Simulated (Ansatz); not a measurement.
Total energies of Ga3N3 from Ansatz at PBE-D4/def2-TZVPD, gas phase (1 Eh = 27.2114 eV = 2625.5 kJ/mol). The reference geometry is relaxed at B3LYP-D4/def2-SVP.

```xyz
6

Ga    1.137    0.493   -0.851
Ga   -1.227   -0.577   -0.647
Ga    0.091    0.084    1.498
N    -0.123   -0.114   -2.025
N    -1.537   -0.667    1.150
N     1.660    0.781    0.875
```

| state | geometry | energy (Eh) |
| --- | --- | --- |
| charge 0 singlet | reference | -5937.76251 |
| charge -1 doublet | reference | -5937.86156 |
| free Ga atom (doublet) | – | -1924.51534 |
| free N atom (quartet) | – | -54.53224 |

**Question.** Work out the vertical electron affinity, to the doublet.

**Answer.** E(charge 0 singlet) − E(charge -1 doublet) = -5937.76251 − (-5937.86156) = 0.09905 Eh = 2.70 eV.

**Question.** What is the binding energy per atom against free atoms?

**Answer.** Atoms: 3 × (-1924.51534) + 3 × (-54.53224) = -5937.14274 Eh. Binding: -5937.14274 − (-5937.76251) = 0.61977 Eh = 16.86 eV, or 2.81 eV for each of 6 atoms (no zero-point energy, no counterpoise term).

The structure comes from a short search, and lower isomers may exist.
